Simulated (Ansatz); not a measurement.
BF2GeH3, SMILES `F[BH][GeH2][F]`, 7 atoms. Charge 0, multiplicity 1. Correlated methods include outer-core shells of Ge, which these sets cover unevenly. Scalar relativity is left out up to krypton. All runs use 2 threads of an Arm Neoverse V1 on a shared host. Correlated methods freeze the cores.

**Question.** Give the basis size and wall time and peak host memory of each of these runs in Ansatz. RHF-CCSD(T)/def2-TZVPP energy; RKS CAM-B3LYP-D4/def2-TZVPP energy; RKS B3LYP-D4/def2-TZVPP energy and forces; RKS B2PLYP (frozen core)/def2-TZVPP energy; RKS ωB97M-V/def2-SVP energy; RKS PBE0-D4/def2-SVP energy; RKS ωB97M-V/def2-QZVPP energy; RKS HSE06 (plane-wave form)-D4/def2-TZVPP energy; RHF-MP2/def2-QZVPP energy; RKS PBE0-D4/def2-QZVPP energy; RHF-CCSD(T)/def2-SVP energy; direct RPA on PBE orbitals/def2-TZVPP energy. (Estimate.)

**Answer.** Computed: Other jobs shared the machine, so times are rough.

```tsv
level	job	functions	wall time	peak host memory (GiB)
RKS PBE0-D4/def2-SVP	energy	89	1.4 s	0.36
RKS HSE06 (plane-wave form)-D4/def2-TZVPP	energy	183	3.6 s	0.41
RKS CAM-B3LYP-D4/def2-TZVPP	energy	183	3.8 s	0.44
RKS B3LYP-D4/def2-TZVPP	energy and forces	183	4.1 s	0.39
direct RPA on PBE orbitals/def2-TZVPP	energy	183	5 s	0.36
RHF-CCSD(T)/def2-SVP	energy	89	5.5 s	0.36
RKS B2PLYP (frozen core)/def2-TZVPP	energy	183	6 s	0.39
RKS ωB97M-V/def2-SVP	energy	89	6.5 s	0.36
RKS PBE0-D4/def2-QZVPP	energy	350	8.5 s	0.95
RKS ωB97M-V/def2-QZVPP	energy	350	19 s	1.1
RHF-MP2/def2-QZVPP	energy	350	20 s	1.4
RHF-CCSD(T)/def2-TZVPP	energy	183	100 s	2
```

B3LYP here is the variant with VWN-RPA as its local correlation; programs differ in this.
